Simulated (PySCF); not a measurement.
C₃H₁₀BN.
Cartesian coordinates in Å at the PBE0-D3(BJ)/def2-SVP level; atoms count from 1:
```xyz
15
C3H10BN angstrom
C      1.989    0.421    0.042
N      0.828   -0.408    0.229
B     -0.524   -0.085    0.040
C     -0.944    1.369   -0.443
C     -1.621   -1.192    0.320
H      2.566    0.549    0.975
H      1.687    1.421   -0.297
H      2.677    0.010   -0.717
H      1.046   -1.349    0.539
H     -0.616    2.142    0.273
H     -2.032    1.474   -0.563
H     -0.480    1.626   -1.411
H     -2.231   -1.361   -0.584
H     -2.326   -0.841    1.092
H     -1.220   -2.166    0.645
```

Method: core-valence-separated Tamm–Dancoff BHandHLYP/aug-pcX-1 (pcseg-1 on H) in PySCF, non-relativistic, gas phase, PBE0-D3(BJ)/def2-SVP geometry. The energies are unshifted.

The lowest roots of each edge with f over 0.003 (five at most, numbered afresh; weaker and dark ones are left out), with transition dipoles (au) in the frame of the coordinates:

```csv
root,edge,E (eV),f,μx,μy,μz
1,C,284.43,0.0055,-0.0183,-0.0207,0.0055
2,C,284.49,0.0049,0.0008,-0.0253,0.0076
3,C,285.03,0.0083,-0.0021,0.0098,0.0330
4,C,285.24,0.0233,-0.0390,0.0395,-0.0156
5,C,285.37,0.0226,0.0556,0.0117,-0.0006
6,N,399.36,0.0297,-0.0033,0.0164,0.0525
7,N,399.49,0.0169,0.0092,-0.0386,0.0126
8,N,400.80,0.0039,0.0193,-0.0043,0.0025
9,N,401.15,0.0036,0.0032,0.0181,-0.0054
10,N,401.81,0.0045,0.0190,0.0098,-0.0018
11,B,187.37,0.0862,0.0084,-0.0411,-0.1305
12,B,191.56,0.0054,-0.0261,-0.0212,0.0050
```

Q: Molecules are fixed in this frame and the field points along y. What effective strengths 3 f cos²θ do the roots have (θ between field and μ)?

A: root 1 (C5): 0.009, root 2 (C4): 0.013, root 3 (C4): 0.002, root 4 (C5): 0.033, root 5 (C4): 0.003, root 6 (N2): 0.008, root 7 (N2): 0.044, root 8 (N2): 0.001, root 9 (N2): 0.010, root 10 (N2): 0.003, root 11 (B3): 0.023, root 12 (B3): 0.006. Root 7 is the strongest. Averaged over all orientations cos²θ is 1/3, which gives f back.

Cost: about 50 s of CPU time on one thread; the machine was shared, so the figure is rough.
